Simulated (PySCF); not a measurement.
Species: C3H4FN2S (doublet state).
Z-matrix (Å and degrees, GFN2-xTB geometry), rows numbered from 1:
```
F 
C   1  1.3690
C   2  1.4880  1  110.95
N   3  1.2808  2  122.19  1  -176.09
S   4  1.6677  3  109.51  2  -179.61
N   5  1.5974  4   98.24  3    -0.05
C   6  1.4229  5  110.57  4    -0.01
H   2  1.0962  1  107.56  3  -121.52
H   2  1.0970  1  107.32  3   121.15
H   7  1.1008  3  111.31  2    58.63
H   7  1.1007  3  111.26  2   -59.48
```

The hyperfine couplings belong to this conformer and change with its torsions.

The species is `FCC1=NS[N]C1` [radical].

Computed with UKS B3LYP, pcH-1 on C F H N S, non-relativistic, mean-field spin-orbit, GIAO (PySCF 2.14.0). Isolated species at its GFN2-xTB geometry (one conformer only). A GFN2-xTB geometry isn't a minimum of the functional, and hyperfine couplings can be far from their values at a DFT geometry. The SCF solution wasn't tested for stability.

Principal values of hyperfine tensors in MHz (contact, dipolar and spin–orbit terms together), for some of the nuclei:

```tsv
atom	isotope	A1	A2	A3
H11	1H	150.41	152.36	163.02
H10	1H	149.89	151.77	162.47
C7	13C	-37.23	-34.30	-31.40
N6	14N	-3.81	-3.07	91.44
H9	1H	12.10	12.26	15.74
C3	13C	0.02	3.23	33.00
H8	1H	10.42	10.49	13.99
C2	13C	-5.50	-5.26	-4.61
```

Question: Split each tensor into its isotropic and traceless parts, and turn a_iso into mT with g = 2.0045.

Answer: a_iso is a third of the trace, T = A − a_iso, and a(mT) = a(MHz)/(g × 13.996). The tensors hold a spin–orbit part: the run splits a_iso into a_FC + a_SO, and T includes its anisotropic share.

```tsv
atom	a_iso (MHz)	a_FC	a_SO	a_iso (mT)	T1	T2	T3
H11	155.26	155.26	0.01	5.534	-4.85	-2.90	7.76
H10	154.71	154.71	0.01	5.515	-4.82	-2.94	7.76
C7	-34.31	-34.33	0.02	-1.223	-2.92	0.01	2.91
N6	28.19	27.98	0.20	1.005	-32.00	-31.26	63.25
H9	13.37	13.36	0.00	0.476	-1.26	-1.11	2.37
C3	12.08	12.07	0.02	0.431	-12.06	-8.85	20.91
H8	11.63	11.63	0.00	0.415	-1.21	-1.15	2.36
C2	-5.12	-5.12	0.00	-0.183	-0.37	-0.14	0.51
```

Question: What spin density at the nucleus of H11 lies behind its contact coupling (g_N = 5.58569)?

Answer: a_FC = 800.24 MHz bohr³ × g_N × ρ(0)/(2S). With a_FC = 155.26 MHz and 2S = 1, ρ(0) = 0.03473 bohr⁻³. In magnitude that is 10.9 % of the 1/π = 0.318 of a free hydrogen atom.

Question: S5 (33S, g_N = 0.42921) isn't in the table. Its spin density at the nucleus is 0.01777 bohr⁻³. What is its contact coupling?

Answer: By the same relation, a_FC = 6.10 MHz. The spin–orbit term adds -0.62 MHz. Its full tensor has the principal values -26.42, -21.32, 64.20 MHz.

Question: Name the largest traceless tensor T of the table and describe it.

Answer: N6: -32.0, -31.3, 63.3 MHz (the dipolar term alone has -31.9, -31.5, 63.5), axial, in the ratio −1:−1:+2, the form that spin in one p orbital centred on that nucleus gives.

Question: In a single crystal, with the field along each principal axis of the tensor of H11 in turn, what first-order splitting does this nucleus give (isotropic g, quadrupole terms neglected)?

Answer: 2 lines (I = 1/2), spaced by |A_i|/(g × 13.996): 5.36, 5.43, 5.81 mT along the axes of A1, A2 and A3.
